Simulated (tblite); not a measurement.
Task: Write a Z-matrix for `C[Si](C)(F)CCCl` as optimised with GFN2-xTB.

Result: 
Z-matrix in Å and degrees, rows numbered from 1:
```
C 
Si  1  1.8965
C   2  1.8942  1  113.72
F   2  1.6296  1  106.21  3   117.45
C   2  1.9097  1  112.53  3  -128.10
C   5  1.5130  2  111.86  1   -63.95
Cl  6  1.7925  5  111.06  2  -179.79
H   1  1.0855  2  111.87  3    66.48
H   1  1.0863  2  110.98  3   -53.64
H   1  1.0866  2  111.16  3  -173.03
H   3  1.0850  2  111.82  1   -64.61
H   3  1.0856  2  110.80  1    55.44
H   3  1.0860  2  111.28  1   174.94
H   5  1.0908  2  109.80  1   175.12
H   5  1.0899  2  110.40  1    57.85
H   6  1.0887  5  111.45  2   -61.29
H   6  1.0890  5  111.83  2    61.92
```

Of the pairs four or more bonds apart, F4···H16 is among the closest relative to their van der Waals radii: 2.79 Å, 104 % of the sum of Bondi's values. Si2 (fluorine-bound silicon) is distorted tetrahedral (angles from 105.1° to 113.7°).

The geometry is computed with GFN2-xTB (gas phase).

Point group: C1 (no symmetry element, even within 0.4 Å). Its GFN2-xTB frequencies are all real (lowest 35 cm⁻¹). The numbers are those of one conformer (C1–Si2–C5–C6 -64°, Si2–C5–C6–Cl7 180°).
